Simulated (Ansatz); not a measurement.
Harmonic frequencies (cm⁻¹) at PBE0-D4/def2-TZVP from Ansatz: 71, 133, 151, 177, 192, 215, 251, 484, 500, 647, 674, 676, 726, 918, 938, 943, 949, 953, 954, 969, 1016, 2210, 2230, 2236, 2238, 2252, 2259.

Each molecule was computed in one conformer, which needn't be the lowest.

Q: Which molecule is it?
A. `N[Si]N([SiH3])[SiH3]`
B. `[SiH3]N([SiH3])[Si]Cl`
C. `CC(C)[Si]Cl`
D. `[SiH3]N([SiH3])[Si]Br`

A: B.
